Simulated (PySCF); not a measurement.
Species: CH9FGe3.
Cartesian coordinates in Å at the PBE0-D3(BJ)/def2-SVP level; atoms count from 1:
```
atom  x, y, z in Å
F1    -1.177    1.581    0.699
C2    -1.476    0.422    1.386
Ge3   -1.315   -1.118    0.155
Ge4    0.911   -1.063   -0.805
Ge5    1.748    1.212   -0.816
H6    -2.498    0.503    1.794
H7    -0.776    0.316    2.232
H8    -1.581   -2.412    0.954
H9    -2.388   -0.980   -0.942
H10    1.854   -1.963    0.020
H11    0.880   -1.616   -2.244
H12    3.173    1.241   -1.405
H13    0.841    2.108   -1.675
H14    1.804    1.760    0.620
```

The calculation used PySCF 2.14.0, PBE0-D3(BJ)/def2-SVP geometry optimisation, gas phase.

Take the most abundant isotopes and a rigid rotor. The values belong to one conformer with, in the numbering `[F:1][CH2:2][GeH2:3][GeH2:4][GeH3:5]`, F1–C2–Ge3–Ge4 55°, C2–Ge3–Ge4–Ge5 -26°.

Question: What are A, B and C (cm⁻¹)?

Answer: Ia = 304.01, Ib = 680.03, Ic = 948.72 u·Å²; 505379 MHz·u·Å²/I gives 1662, 743.2 and 532.7 MHz, that is A = 0.05545, B = 0.02479, C = 0.01777 cm⁻¹.

Question: Classify the top.

Answer: An asymmetric top: κ = (2 × 743.2 − 1662 − 532.7)/(1662 − 532.7) = -0.63.

Question: What does the inertial defect say?

Answer: Not planar: Δ = Ic − Ia − Ib = -35.31 u·Å². For a rigid frame Δ = −2 Σ m c², so Σ m c² = 17.66 u·Å² lies off the ab plane: 12.20 from hydrogen and 5.46 from heavier atoms. The atom farthest from that plane is 1.62 Å away.

Question: Give the other two planar moments, Paa and Pbb, and the rms extents of the mass along the axes.

Answer: Paa = Σ m a² = (Ib + Ic − Ia)/2 = 662.38 and Pbb = Σ m b² = (Ia + Ic − Ib)/2 = 286.35 u·Å². With the mass M = 261.83 u, the rms extents √(P/M) along a, b and c are 1.59, 1.05, 0.26 Å.

Question: Which lines would a microwave search look for?

Answer: The dipole components are |μa| = 1.25 D, |μb| = 0.24 D, |μc| = 0.83 D. Intensities carry the squares of the components, which stand as 1.00 : 0.04 : 0.44 (a : b : c). Some lines, for components of 0.1 D or more:

```json
{"type": "c", "branch": "Q", "J(Ka,Kc)": "3(1,3) ← 3(0,3)", "MHz": "530", "lower level (cm⁻¹)": "0.250"}
{"type": "c", "branch": "Q", "J(Ka,Kc)": "1(1,1) ← 1(0,1)", "MHz": "919", "lower level (cm⁻¹)": "0.043"}
{"type": "a", "branch": "Q", "J(Ka,Kc)": "3(1,2) ← 3(1,3)", "MHz": "1260", "lower level (cm⁻¹)": "0.268"}
{"type": "a", "branch": "R", "J(Ka,Kc)": "1(0,1) ← 0(0,0)", "MHz": "1276", "lower level (cm⁻¹)": "0.000"}
{"type": "b", "branch": "R", "J(Ka,Kc)": "2(0,2) ← 1(1,1)", "MHz": "1600", "lower level (cm⁻¹)": "0.073"}
{"type": "b", "branch": "Q", "J(Ka,Kc)": "3(1,2) ← 3(0,3)", "MHz": "1790", "lower level (cm⁻¹)": "0.250"}
{"type": "b", "branch": "R", "J(Ka,Kc)": "1(1,1) ← 0(0,0)", "MHz": "2195", "lower level (cm⁻¹)": "0.000"}
{"type": "c", "branch": "R", "J(Ka,Kc)": "1(1,0) ← 0(0,0)", "MHz": "2406", "lower level (cm⁻¹)": "0.000"}
{"type": "a", "branch": "R", "J(Ka,Kc)": "2(0,2) ← 1(0,1)", "MHz": "2520", "lower level (cm⁻¹)": "0.043"}
{"type": "c", "branch": "Q", "J(Ka,Kc)": "2(2,1) ← 2(1,1)", "MHz": "2758", "lower level (cm⁻¹)": "0.172"}
{"type": "a", "branch": "R", "J(Ka,Kc)": "2(1,1) ← 1(1,0)", "MHz": "2762", "lower level (cm⁻¹)": "0.080"}
{"type": "b", "branch": "Q", "J(Ka,Kc)": "2(2,0) ← 2(1,1)", "MHz": "2790", "lower level (cm⁻¹)": "0.172"}
{"type": "b", "branch": "R", "J(Ka,Kc)": "2(1,2) ← 1(0,1)", "MHz": "3260", "lower level (cm⁻¹)": "0.043"}
{"type": "a", "branch": "R", "J(Ka,Kc)": "3(1,3) ← 2(1,2)", "MHz": "3493", "lower level (cm⁻¹)": "0.151"}
{"type": "b", "branch": "Q", "J(Ka,Kc)": "3(2,2) ← 3(1,3)", "MHz": "3724", "lower level (cm⁻¹)": "0.268"}
{"type": "c", "branch": "R", "J(Ka,Kc)": "2(1,1) ← 1(0,1)", "MHz": "3892", "lower level (cm⁻¹)": "0.043"}
{"type": "b", "branch": "R", "J(Ka,Kc)": "3(1,3) ← 2(0,2)", "MHz": "4234", "lower level (cm⁻¹)": "0.127"}
{"type": "b", "branch": "Q", "J(Ka,Kc)": "3(3,0) ← 3(2,1)", "MHz": "4988", "lower level (cm⁻¹)": "0.397"}
{"type": "c", "branch": "R", "J(Ka,Kc)": "3(1,2) ← 2(0,2)", "MHz": "5494", "lower level (cm⁻¹)": "0.127"}
{"type": "c", "branch": "R", "J(Ka,Kc)": "2(2,1) ← 1(1,1)", "MHz": "5730", "lower level (cm⁻¹)": "0.073"}
{"type": "b", "branch": "R", "J(Ka,Kc)": "2(2,0) ← 1(1,1)", "MHz": "5763", "lower level (cm⁻¹)": "0.073"}
{"type": "c", "branch": "R", "J(Ka,Kc)": "3(2,2) ← 2(1,2)", "MHz": "7217", "lower level (cm⁻¹)": "0.151"}
{"type": "b", "branch": "R", "J(Ka,Kc)": "3(3,1) ← 2(2,0)", "MHz": "8937", "lower level (cm⁻¹)": "0.265"}
{"type": "b", "branch": "R", "J(Ka,Kc)": "3(3,0) ← 2(2,1)", "MHz": "8972", "lower level (cm⁻¹)": "0.264"}
```

Question: Estimate the classical rotational partition function at 10 K, 100 K and 200 K.

Answer: Point group C1, symmetry number σ = 1; q = (√π/σ)·√((kT/h)³/(ABC)), k/h = 20836.6 MHz/K: 6570 at 10 K, 208000 at 100 K, 588000 at 200 K.

No frequency check. Zero-point vibration and centrifugal distortion are left out. A rigid rotor knows nothing of internal rotation, which can split or shift real lines.
